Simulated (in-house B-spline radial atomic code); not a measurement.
Relativistic effects in Ni+, [Ar] 3d9: non-relativistic Hartree-Fock (point nucleus) against Dirac-Hartree-Fock (Fermi nucleus of rms radius 3.7757 fm), both averages of the configuration, computed with a radial B-spline atomic code at the basis-set limit.

```tsv
orbital	ε NR (Eh)	ε Dirac (Eh)	<r> NR (bohr)	<r> Dirac (bohr)	change of <r> (%)
1s1/2	-305.7	-309.04	0.05481	0.05406	-1.4
2s1/2	-37.972	?	0.247	?	?
2p1/2	-33.002	-33.599	0.2163	0.2128	-1.6
2p3/2	-33.002	-32.946	0.2163	0.2159	-0.2
3s1/2	-4.9601	-5.0855	0.7543	0.7448	-1.3
3p1/2	-3.3699	?	0.7926	?	?
3p3/2	-3.3699	-3.3758	0.7926	0.7915	-0.1
3d3/2	-0.76928	-0.7688	1.033	1.033	0.0
3d5/2	-0.76928	-0.75848	1.033	1.042	+0.9
```

What happens to 2s1/2?

Its energy goes to -38.703 hartree and <r> to 0.2435 bohr (-1.43 %).

What happens to 3p1/2?

Its energy goes to -3.4619 hartree and <r> to 0.7818 bohr (-1.37 %).

What explains the pattern of contraction and expansion?

Expansion is seen in 3d5/2. The s and p1/2 orbitals contract directly, screen the nucleus better, and so push out orbitals that have little density near the nucleus; spin-orbit coupling adds to this for j = l + 1/2 and opposes it for j = l - 1/2.

By how much does the total energy change?

By -12.471 hartree, from -1506.591 to -1519.062.
